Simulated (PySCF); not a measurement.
Compound: C8H9Cl.
Geometry (PBE0-D3(BJ)/def2-SVP, Å), atoms numbered from 1 in this order:
```xyz
18
C8H9Cl angstrom
Cl     3.0401   -0.4501   -1.1491
C      1.9981    0.1344    0.1868
C      0.6497   -0.5447    0.1462
C     -0.4228   -0.0058    1.1392
C     -0.6704    1.3722    0.5120
C     -0.5790    1.2200   -0.8127
C     -0.2684   -0.2569   -1.0761
C     -1.4892   -1.0612   -0.6171
C     -1.5807   -0.9138    0.7083
H      2.5215   -0.0995    1.1244
H      1.9191    1.2236    0.0826
H      0.7962   -1.6284    0.2725
H     -0.1747   -0.0150    2.2090
H     -0.9300    2.2730    1.0692
H     -0.7413    1.9703   -1.5871
H      0.1355   -0.5012   -2.0662
H     -2.1641   -1.6008   -1.2822
H     -2.3471   -1.3031    1.3794
```

Computed, not measured: PySCF, TDDFT PBE0/def2-SVPD, vertical, gas phase, core orbitals frozen in the response.

Computed states:

```csv
state,E (eV),f
S1,4.94,0.0000
S2,5.67,0.0091
S3,6.36,0.025
S4,6.55,0.028
S5,6.74,0.0057
S6,6.77,0.0047
```

Broadening: Gaussians 0.4 eV wide at half height, area fixed by f = 4.319×10⁻⁹ ∫ε dν̃. The width is an assumption, not a result. The curve ends short of the highest state used, and states not computed would add to its high-energy end.

**Question.** What does the envelope look like, and where are its maxima?

**Answer.** 
```
λ (nm)  ε (L mol⁻¹ cm⁻¹)
 201.1              1042
 203.0               657
 205.0               397
 207.0               277
 208.9               265
 210.9               326
 212.8               420
 214.8               521
 216.8               593
 218.7               615
 220.7               584
 222.7               508
 224.6               412
 226.6               306
 228.5               215
 230.5               138
 232.5                83
 234.4                49
 236.4                26
 238.3                14
 240.3                 8
 242.3                 5
 244.2                 3
 246.2                 3
 248.2                 3
 250.1                 3
 252.1                 3
 254.0                 3
 256.0                 2
 258.0                 2
 259.9                 2
 261.9                 1
 263.9                 1
 265.8                 1
 267.8                 0
 269.7                 0
 271.7                 0
 273.7                 0
 275.6                 0
 277.6                 0
 279.6                 0
 281.5                 0
 283.5                 0
 285.4                 0
```

Maxima: 219 nm (5.67 eV), ε about 610, made up of S2 (100%) (ε in L mol⁻¹ cm⁻¹; maxima over ε = 5, shares over 10%). At its high-energy end, 6.17 eV, the curve is still rising (ε about 1100, from S3 and S4).

**Question.** What would ε be at 5.67 eV, the highest of these maxima, with half the width (0.2 eV)?

**Answer.** About 1230 L mol⁻¹ cm⁻¹ against 615, a factor of about 2.00; a lone state at its own centre would give exactly 2.

**Question.** On this curve, what absorbance would a 10⁻⁴ mol/L sample give at 248 nm over a 1 cm path?

**Answer.** 248 nm is 4.999 eV, where ε is about 2.8 L mol⁻¹ cm⁻¹, so A = ε c l ≈ 0.00028 (Beer–Lambert, with the gas-phase spectrum and the assumed width).

**Question.** Coming from long wavelengths, where does ε first pass 100 L mol⁻¹ cm⁻¹?

**Answer.** At about 232 nm (5.35 eV), 0.41 eV above S1.

Time: 2.1 min; peak memory 1.1 GiB. Hardware: one thread, Arm Neoverse N1 (aarch64), shared host.

One conformer stands for the species.
